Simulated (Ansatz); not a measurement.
Cl2Zn (SMILES [Cl][Zn][Cl]) moved off its minimum; all values from Ansatz (a quantum-chemistry and plane-wave program), cores frozen in correlated methods.
(charge 0, multiplicity 1)
```xyz
3

Zn     0.0635     0.0560     0.1071
Cl     0.1310    -0.0922    -2.1386
Cl     0.0835    -0.0016     2.0795
```

Forces at PBE/def2-TZVPP (eV/Å):

```
atom      Fx      Fy      Fz
----  ------  ------  ------
Zn1    0.084  -0.178  -4.094
Cl2   -0.078   0.177   1.746
Cl3   -0.006   0.002   2.347
```

### Question
Give the forces (eV/Å), the total energy and the dipole at CCSD(T)/def2-TZVPPD.

### Answer

| atom | Fx | Fy | Fz |
|---|---|---|---|
| Zn1 | 0.082 | -0.171 | -4.278 |
| Cl2 | -0.079 | 0.177 | 1.795 |
| Cl3 | -0.003 | -0.006 | 2.483 |
Energy -2697.8295 hartree, dipole 1.17 D.
